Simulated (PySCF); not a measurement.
**Rotational lines of BeBr⁺**

Lines J+1 ← J of the vibrational ground state, computed from RHF-CCSD(T) constants of BeBr⁺, ¹Σ⁺ (singlet), closed shell (Be x2c-SVPall, Br x2c-SVPall; spin-free X2C with a Gaussian nucleus (PySCF 2.14); masses 9.0122 and 78.9183 u), in MHz:

| J | ν (MHz) |
| --- | --- |
| 5 | 205481.8 |
| 6 | 239716.3 |
| 7 | 273945.1 |
| 8 | 308167.3 |
| 9 | 342382.2 |

Task: Find B0 and the effective bond length r0; with αe = 0.00426 cm⁻¹, find Re.

Result: ν = 2B0(J+1) − 4D(J+1)³ gives B0 = 0.57126 cm⁻¹. With the reduced mass μred = 8.0885 u, r0 = √(16.8576/(μred·B0)) (u, cm⁻¹, Å) = 1.9101 Å. Be = B0 + αe/2 = 0.57339 cm⁻¹ gives Re = 1.907 Å.

Correlated steps freeze 9 core orbitals. Correlated levels converge slowly with the basis: in double zeta they bind strong bonds too weakly, by up to about 1 eV, and carry superposition errors of some tenths. For an ion De counts to the pair picked by the measured ionisation energies or electron affinities, which need not be the lowest pair at this level. Where the molecule has an RHF reference, its open-shell atoms are computed with UHF.
